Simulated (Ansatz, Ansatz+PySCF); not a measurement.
```xyz
9

O     1.1739    0.0000    0.0000
C     0.3628    1.1164    0.0000
C    -0.9497    0.6900    0.0000
C    -0.9497   -0.6900    0.0000
C     0.3628   -1.1164    0.0000
H     0.6996    2.1531    0.0000
H    -1.8315    1.3307    0.0000
H    -1.8315   -1.3307    0.0000
H     0.6996   -2.1531    0.0000
```

Basis set: def2-SVP (spherical functions). Correlated methods keep 5 orbitals frozen. Charge 0, multiplicity 1.

Computed with Ansatz (development build ahead of 0.2.0); each method stands on the lowest determinant of its kind that the runs found. Restricted open shells among the atoms or ions are ROHF, correlated in semicanonical orbitals with singles.

The atomization energy at this shape (free ground-state atoms in the same class of orbitals less the molecule, no zero-point energy) of singlet C4H4O:

```
 method  atomization energy
RHF-MP2            42.20 eV
```

**Question.** What does RHF give?

**Answer.** 31.64 eV. Caution: the shape is not the minimum.
